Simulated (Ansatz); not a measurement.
Basis-set extrapolation for CH₆O₃Si₂, SMILES `O[Si]1(O[SiH3])CO1` (PBE0-D4/def2-TZVP geometry, frozen core, the Gaussian-basis code of Ansatz). Multiplicity 1, RHF reference.

```
                      def2-TZVPP   def2-QZVPP
                 HF  -844.098702  -844.131044
    MP2 correlation    -1.107679    -1.194761
CCSD(T) correlation    -1.185582      not run
```

Energies in hartree. Use E(X) = E(∞) + A·exp(−7.88·√X) for Hartree–Fock and E(X) = E(∞) + B·X^(−2.97) for correlation, with X = 3 and 4, and add CCSD(T) minus MP2 of the smaller set to the MP2 limit.

Problem. What is the CCSD(T) energy at the basis-set limit?

Solution. HF limit: -844.131044 + (-0.032342) × 0.13774 = -844.13550. MP2 limit: -1.194761 + (-0.087082) × 0.74074 = -1.25927. Higher-order term: -1.185582 − (-1.107679) = -0.07790. Total: -845.47267 hartree, 5.13 eV below CCSD(T)/def2-TZVPP.
